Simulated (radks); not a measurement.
Problem. The mean radii <r> (bohr) of the occupied orbitals of an atom or ion are listed with their occupations. Method: scalar-relativistic Kohn-Sham, PBE, spin-unpolarised, spherical densities, point nucleus; computed with a radial shooting solver on a logarithmic mesh with Libxc functionals.

| orbital | occ. | <r> |
|---|---|---|
| 1s | 2 | 0.02363 |
| 2s | 2 | 0.1010 |
| 2p | 6 | 0.08879 |
| 3s | 2 | 0.2662 |
| 3p | 6 | 0.2644 |
| 3d | 10 | 0.2416 |
| 4s | 2 | 0.6029 |
| 4p | 6 | 0.6359 |
| 4d | 10 | 0.6880 |
| 5s | 2 | 1.283 |
| 4f | 2 | 0.8045 |

Name the element and its charge.

Solution. Z = 60, neodymium, charge +10: Nd10+ in [Kr] 4d10 4f2 5s2. The 1s radius gives Z: for a bare nucleus <r> = (2 gamma + 1)/(2Z) with gamma = sqrt(1 - (Z/c)^2), 0.02332 bohr for Z = 60, and screening makes it slightly larger (0.02363 here). The occupations add up to 50, and the charge is Z minus that.
